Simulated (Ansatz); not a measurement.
```xyz
12

C     0.731    0.722   -0.985
N    -0.001   -0.027    0.001
C    -0.659    0.823    0.956
In   -0.095   -2.043    0.038
H     1.223    0.056   -1.699
H     0.073    1.396   -1.557
H     1.509    1.352   -0.526
H    -1.378    1.502    0.472
H    -1.206    0.233    1.695
H     0.058    1.457    1.501
H     0.782   -2.802   -1.220
H    -1.037   -2.668    1.323
```

The species carries charge 0 and has multiplicity 1. In: def2 effective core potential.

Problem. List the ωB97M-V/def2-TZVPP orbital energies in eV (Ansatz 0.2.0). (Best estimate.)

Solution. Computed: Occupied: -394.04, -281.70, -281.70, -130.88, -87.33, -87.06, -87.03, -27.40, -23.82, -23.65, -23.62, -23.62, -23.61, -22.14, -19.28, -15.78, -14.90, -14.63, -13.45, -13.02, -12.47, -10.60, -10.53, -8.18. Lowest empty: 0.15, 1.47, 2.01, 2.27, 3.02, 3.24, 3.78, 4.22.
